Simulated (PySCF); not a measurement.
An unknown shows these calculated signals:

1H NMR (500 MHz, computed): δ 6.21 (br s, 1H), 4.31 (m, 1H), 4.24 (m, 1H), 3.76 (m, 3H), 3.41 (m, 1H), 1.82 (d, 1H).

13C{1H} NMR (computed): δ 181.9 (C), 83.6 (C), 80.0 (CH), 23.1 (CH).

In vacuum, relativity neglected, one averaged value for each set of equivalent atoms, single conformer. GIAO PBE0/pcSseg-1 shieldings; GFN2-xTB geometry; PySCF.

Scale: 1H (σ = 31.72 ppm), 13C (σ = 186.93 ppm) vs TMS (reference shieldings calculated alike).

Which of these does the molecule contain: a carboxylic acid, a non-aromatic C=C double bond, an OH group, a Si–H bond, a ketone, a methoxy group?

## Answers


- A carboxylic acid: yes (δC 181.9; δH 6.21 (br s)).
- A non-aromatic C=C double bond: no.
- An OH group: yes (δH 6.21 (br s)).
- A Si–H bond: yes (δH 4.24 (m), 4.31 (m)).
- A ketone: no.
- A methoxy group: no.

The data belong to `InChI=1S/C4H8O2Si2/c1-2-3(8-7)4(5)6/h1,3H,8H2,7H3,(H,5,6)/t3-/m0/s1`; they needn't prove each group on their own.

Carbon signals by region: 1 in the far downfield region (above 160 ppm), 2 at 50–100 ppm, 1 below 50 ppm. Above 160 ppm: 181.9, carboxylic acid carbon.

OH/NH shifts are gas-phase values; hydrogen bonding in solution moves them, usually downfield. Shifts are as computed. Against solution values, carbons near 30 ppm lie about +3 ppm off and those near 130 ppm about +5 ppm. Of 1211 compounds with measured shifts, 218 miss one by over three times the rms of a fit or turn the order of signals round; such compounds aren't used in these exercises. The C=O carbon of an acid or of an amide with N–H lies up to 10 ppm further downfield in solution, through hydrogen bonding that the calculation lacks. Multiplicities follow the n + 1 count of equivalent neighbours, as no J values were calculated; m marks all less simple cases, F and P coupling included.
